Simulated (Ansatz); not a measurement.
Consider the ligand exchange at a B–Te bond: `CSB[TeH]` + silanol → `CSBO[SiH3]` + H₂Te.

Isolated molecules relaxed with PBE0-D4/def2-TZVP in Ansatz; ΔE leaves out vibrations. CCSD(T)/CBS adds triple-zeta CCSD(T) − MP2 to the extrapolated MP2 energy (def2 sets, frozen cores). DFT in def2-TZVPP. def2 core potentials past Kr. For Te outer-core shells are correlated without core-valence functions, which leaves a few kJ/mol of doubt a bond. Each species was taken in one conformer, which may not be the lowest.

`CSB[TeH]`:

Cartesian coordinates in Å:
```
C -0.909 0.421 1.395
S -0.228 0.825 -0.235
B 0.637 -0.639 -0.700
Te 1.678 -0.804 -2.552
H -1.586 -0.428 1.324
H -0.107 0.203 2.098
H -1.462 1.295 1.738
H 0.673 -1.597 0.010
H 1.305 0.724 -3.079
```

`O[SiH3]`:

```xyz
6

O    -0.396    1.188    0.274
Si    0.214   -0.328    0.057
H    -1.050    1.500   -0.351
H    -0.853   -1.364    0.125
H     1.187   -0.535    1.153
H     0.898   -0.462   -1.259
```

`CSBO[SiH3]`:

Z-matrix (Å, degrees):
```
C
S 1 1.808
H 1 1.089 2 109.2
H 1 1.089 2 109.8 3 120.2
H 1 1.089 2 109.3 3 -119.5
B 2 1.799 1 102.8 3 -121.6
O 6 1.352 2 121.0 1 -179.9
H 6 1.199 2 119.3 1 0.1
Si 7 1.654 6 135.1 2 -0.2
H 9 1.481 7 106.7 6 178.0
H 9 1.484 7 109.9 6 -62.5
H 9 1.484 7 110.0 6 58.5
```

H₂Te:

Cartesian coordinates in Å:
```
Te 0.714 -0.307 0.018
H -0.535 -0.322 -1.069
H -0.179 0.630 1.051
```

| species | LDA (SPW92) energy (Eh) |
| --- | --- |
| `CSB[TeH]` | -729.81271 |
| `O[SiH3]` | -365.45630 |
| `CSBO[SiH3]` | -826.49345 |
| H₂Te | -268.79740 |

**Question.** Work out ΔE.

**Answer.** ΔE = (-826.49345) + (-268.79740) − (-729.81271) − (-365.45630) = -0.02184 Eh = -13.7 kcal/mol. CCSD(T)/CBS gives -12.7 kcal/mol.

**Question.** What do rigid-rotor, harmonic-oscillator terms from PBE0-D4/def2-TZVP frequencies (298.15 K, 1 bar) make of the CCSD(T)/CBS value? (Best estimate.)

**Answer.** The calculation gave: ΔZPE = -2.0 kcal/mol, ΔH = -14.3 kcal/mol, ΔS = -3 J/(mol·K), ΔG = -14.1 kcal/mol. Modes under 50 cm⁻¹ make the entropy rough.

Largest T1 diagnostic among the species: 0.013.

From PBE to PBE0 (25 % exact exchange), in def2-TZVPP and without D4, ΔE moves by −1.0 kcal/mol. Leaving LDA and LC-ωPBE aside and taking each functional with its dispersion term where it has one, the values, not all of them listed here, spread over 5.6 kcal/mol, from CAM-B3LYP-D4 to revPBE-D4. LDA lies −2.1 kcal/mol from PBE without D4.
